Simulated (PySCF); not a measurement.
ClH4InN2, SMILES [Cl][In]([NH2])[NH2]. Coordinates come from a PBE-D3(BJ)/def2-SVP optimisation. The structure was generated by enumeration; whether it is a known compound was not checked. The def2 effective core potentials stand for the cores of In; spin–orbit coupling is left out. Other conformers were not sampled.

Computed equilibrium geometry at PBE-D3(BJ)/def2-SVP (PySCF confirms it by a frequency run) as Cartesian coordinates in Å, and its point group (one conformer of several):
point group Cs.
```xyz
8

In    -0.2934    -0.0455     0.0000
Cl     2.0875     0.0289     0.0000
N     -1.1416     0.1924     1.8596
H     -0.5211    -0.1842     2.5894
H     -2.0435    -0.2944     1.9531
N     -1.1416     0.1924    -1.8596
H     -2.0435    -0.2944    -1.9531
H     -0.5211    -0.1842    -2.5894
```
